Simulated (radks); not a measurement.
Spherical quantum dot in the effective-mass picture: electrons in a well V = -V0 / (1 + exp((r - R)/a)) with V0 = 26.2, R = 1.97, a = 0.078, all in effective atomic units (hartree* = m*/eps^2 hartree, bohr* = eps/m* bohr), one dielectric constant everywhere. Method: non-relativistic Kohn-Sham, LDA (Slater exchange, Perdew-Wang correlation), spin-polarised, spherical densities; computed with a radial shooting solver with Libxc functionals. Levels are named by radial order and angular momentum (1s, 1p, 1d, 2s, ...), and open shells are averaged over m. Each electron was tried in the lowest free levels, single moves between levels near the top were tried too, and the lowest total energy was kept; such a search can miss a lower state. The series stops at N = 31: beyond it a trial failed or the search could not be trusted, so later rows were left out. At N = 1 the Hartree and exchange-correlation terms need not cancel, so that row can carry a self-interaction error.

\begin{tabular}{lrrrrrr}
N & open shells & 2S & E (hartree*) & mu = E(N) - E(N-1) (hartree*) & addition energy mu(N+1) - mu(N) (hartree*) & e(HOMO) (hartree*) \\ \hline
1 & 1s(up 1, down 0) & 1 & -24.9445 & -24.945 & 0.8088 & -24.635 \\
2 & none & 0 & -49.0802 & -24.136 & 1.795 & -23.818 \\
3 & 1p(up 1, down 0) & 1 & -71.4210 & -22.341 & 0.6270 & -22.032 \\
4 & 1p(up 2, down 0) & 2 & -93.1348 & -21.714 & 0.6436 & -21.394 \\
5 & 1p(up 3, down 0) & 3 & -114.205 & -21.070 & 0.8301 & -20.746 \\
6 & 1p(up 3, down 1) & 2 & -134.445 & -20.240 & 0.6153 & -19.936 \\
7 & 1p(up 3, down 2) & 1 & -154.070 & -19.625 & 0.6289 & -19.312 \\
8 & none & 0 & -173.066 & -18.996 & 2.000 & -18.679 \\
9 & 1d(up 1, down 0) & 1 & -190.062 & -16.996 & 0.6029 & -16.695 \\
10 & 1d(up 2, down 0) & 2 & -206.454 & -16.393 & 0.6061 & -16.090 \\
11 & 1d(up 3, down 0) & 3 & -222.241 & -15.787 & 0.6078 & -15.483 \\
12 & 1d(up 4, down 0) & 4 & -237.420 & -15.179 & 0.6087 & -14.875 \\
13 & 1d(up 5, down 0) & 5 & -251.990 & -14.570 & 0.7777 & -14.266 \\
14 & 1d(up 5, down 1) & 4 & -265.783 & -13.793 & 0.5928 & -13.497 \\
15 & 1d(up 5, down 2) & 3 & -278.983 & -13.200 & 0.5958 & -12.902 \\
16 & 1d(up 5, down 3) & 2 & -291.586 & -12.604 & 0.5976 & -12.305 \\
17 & 1d(up 5, down 4) & 1 & -303.593 & -12.006 & 0.5986 & -11.707 \\
18 & none & 0 & -315.001 & -11.408 & 2.205 & -11.108 \\
19 & 1f(up 1, down 0) & 1 & -324.203 & -9.2026 & 0.5810 & -8.9122 \\
20 & 1f(up 2, down 0) & 2 & -332.825 & -8.6215 & 0.5817 & -8.3308 \\
21 & 1f(up 3, down 0) & 3 & -340.864 & -8.0398 & 0.5821 & -7.7488 \\
22 & 1f(up 4, down 0) & 4 & -348.322 & -7.4578 & 0.5822 & -7.1667 \\
23 & 1f(up 5, down 0) & 5 & -355.198 & -6.8756 & 0.5822 & -6.5845 \\
24 & 1f(up 6, down 0) & 6 & -361.491 & -6.2934 & 0.5821 & -6.0023 \\
25 & 1f(up 7, down 0) & 7 & -367.202 & -5.7113 & 0.7385 & -5.4204 \\
26 & 1f(up 7, down 1) & 6 & -372.175 & -4.9728 & 0.5731 & -4.6864 \\
27 & 1f(up 7, down 2) & 5 & -376.575 & -4.3997 & 0.5737 & -4.1130 \\
28 & 1f(up 7, down 3) & 4 & -380.401 & -3.8260 & 0.5742 & -3.5390 \\
29 & 1f(up 7, down 4) & 3 & -383.653 & -3.2518 & 0.5744 & -2.9647 \\
30 & 1f(up 7, down 5) & 2 & -386.330 & -2.6775 & 0.5745 & -2.3902 \\
31 & 1f(up 7, down 6) & 1 & -388.433 & -2.1030 & - & -1.8158 \\
\end{tabular}

All shells are closed at N = 2, 8, 18 (there: 1s2 1p6 1d10); the second difference of the energy has clear peaks (12 % above both neighbours; the first and last values, which can be the largest, are not judged, and half-filled shells can peak too) at N = 2, 5, 8, 13, 18, 25.
